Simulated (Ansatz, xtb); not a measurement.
## C2H5AlCl: which of two isomers lies lower

Structure a is `[CH2][Al]([CH3])[Cl]`, a doublet and structure b is `C[CH2][Al][Cl]`, a doublet. Both are isolated molecules in the gas phase, relaxed with PBE0-D3(BJ)/def2-SVP; the shapes shown needn't be the lowest conformers.

a (Å):

```xyz
9

C     0.1988    1.3512    1.6446
C     0.5500   -2.0645    1.7624
Al    0.1025   -0.4020    0.8624
Cl   -0.5493   -0.4965   -1.1513
H     0.5199    1.5458    2.6772
H    -0.0612    2.2744    1.1097
H    -0.3154   -2.7478    1.7770
H     0.8762   -1.9072    2.8024
H     1.3571   -2.5940    1.2292
```

b (Å):

```csv
atom,x (Å),y (Å),z (Å)
C,0.0189,2.6280,1.2583
C,-0.7195,2.6642,-0.0733
Al,0.3470,2.9802,-1.7157
Cl,-0.7602,3.0041,-3.5362
H,0.5408,3.5761,1.4638
H,-0.6665,2.4468,2.1027
H,0.7801,1.8322,1.2838
H,-1.2593,1.7176,-0.2656
H,-1.4969,3.4516,-0.0865
```

**Question.** Which of the two would you expect CCSD(T)/def2-SVP + ΔMP2/def2-TZVPP electronic energies to favour?

**Answer.** Structure b; the calculation gives E(b) − E(a) = −11.3 kJ/mol.

How the difference moves with the method:

```
                             level              geometry  E(b) − E(a) (kJ/mol)  departure from the last row (kJ/mol)  job, with rough time for the two
                          GFN2-xTB              GFN2-xTB                   −82.9                                 −71.5              optimisation, 0.33 s
                         HF/STO-3G              GFN2-xTB                   +63.7                                 +75.0              single point, 0.34 s
                r2SCAN-D4/def2-SVP              GFN2-xTB                    −7.3                                  +4.0               single point, 6.3 s
              PBE0-D3(BJ)/def2-SVP  PBE0-D3(BJ)/def2-SVP                   −25.8                                 −14.5                optimisation, 93 s
                       HF/def2-SVP  PBE0-D3(BJ)/def2-SVP                   +14.7                                 +26.0           part of the CCSD(T) run
                      MP2/def2-SVP  PBE0-D3(BJ)/def2-SVP                   −25.1                                 −13.8           part of the CCSD(T) run
                  CCSD(T)/def2-SVP  PBE0-D3(BJ)/def2-SVP                   −19.3                                  −8.0                      single point
CCSD(T)/def2-SVP + ΔMP2/def2-TZVPP  PBE0-D3(BJ)/def2-SVP                   −11.3                                                      single point, 34 s
```

As drawn, b has 1 C–C in place of 1 C–Al.

HF/STO-3G, HF/def2-SVP put the two in the other order. The largest departure from CCSD(T)/def2-SVP + ΔMP2/def2-TZVPP is that of HF/STO-3G, 75.0 kJ/mol. The last row adds to CCSD(T) the change of the MP2 difference between the two basis sets, here +8.0 kJ/mol.

With harmonic frequencies from PBE0-D3(BJ)/def2-SVP (ideal gas, rigid rotor, one conformer each, 298.15 K, 1 atm): on the last row, ΔE + ΔZPE = +2.8 kJ/mol. A mode under 50 cm⁻¹ makes harmonic enthalpies and free energies unreliable, so none is given. The zero-point term alone reverses the order.

Open shells are spin-unrestricted. The correlated steps freeze 12 core orbitals. Run with Ansatz 0.2.0, xtb 6.7.1; the last row on 2 threads of Arm Neoverse V1 on a shared host.
